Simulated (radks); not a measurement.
Q: Coherent X-ray form factor from a spherical all-electron density. Calculated with a radial shooting solver on a logarithmic mesh with Libxc functionals: non-relativistic Kohn-Sham, PBE, spin-polarised, spherical densities, point nucleus.

sin(theta)/lambda (1/angstrom)  f0 (electrons)
0.05                                    72.232
0.1                                     70.094
0.15                                    66.991
0.2                                     63.385
0.25                                    59.650
0.3                                     56.021
0.4                                     49.488
0.5                                     43.993
0.6                                     39.325
0.8                                     31.647
1                                       25.668
1.25                                    20.415
1.5                                     17.158
2                                       13.481

The species is in the configuration that NIST lists as its ground one. Which atom or ion scatters so?

A: The rhenium ion Re2+, [Xe] 4f14 5d5. Extrapolating in s^2 from the first two rows gives f0(0) = 72.9, near the electron count 73; among species with that count, the fall with angle is slower the higher Z, and the table is that of Z = 75; from so few rows the species is fixed only to a neighbour or two.
